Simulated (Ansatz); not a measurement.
`CC(Cl)[SiH2]Cl` → `CC(Cl)Cl` + `[SiH2]`  (silylene formation by 1,1-elimination)

Isolated molecules relaxed with PBE0-D4/def2-TZVP in Ansatz; ΔE leaves out vibrations. CCSD(T)/CBS adds triple-zeta CCSD(T) − MP2 to the extrapolated MP2 energy (def2 sets, frozen cores). This one scheme is used for every species. Functionals use def2-TZVPP. HSE06 is defined as in plane-wave codes. One conformer a species, not always the lowest.

Task: Is it downhill or uphill in electronic energy at CCSD(T)/CBS, and by how much? (Estimate.)

Result: Computed: Uphill: ΔE = +391.2 kJ/mol.

Task: What do these levels give: HSE06-D4, ωB97X-V, B2PLYP, PBE-QIDH, BLYP, r2SCAN, r2SCANh, CCSD(T)/def2-SVP, HF/def2-TZVPP, MP2/def2-QZVPP, MP2/CBS(def2), CCSD/CBS(def2)? (Estimate.)

Result: The calculation gave: HSE06-D4 400.1, ωB97X-V 398.3, B2PLYP 383.6, PBE-QIDH 408.8, BLYP 349.8, r2SCAN 407.4, r2SCANh 409.2, CCSD(T)/def2-SVP 366.0, HF/def2-TZVPP 375.4, MP2/def2-QZVPP 412.4, MP2/CBS(def2) 416.0, CCSD/CBS(def2) 388.4 kJ/mol.

Largest T1 diagnostic among the species: 0.014.

In def2-TZVPP, CCSD(T) changes the Hartree–Fock value by +6.5 kJ/mol (the triples alone add +2.9 kJ/mol) and MP2 by +31.3 kJ/mol. The D4 term adds +15.5 kJ/mol with B3LYP and +8.6 kJ/mol with PBE0; it sums over pairs of atoms, weighted by their polarisabilities, and B3LYP, whose exchange is more repulsive, gets the larger term.

B3LYP here is the variant with VWN-RPA as its local correlation; programs differ in this.
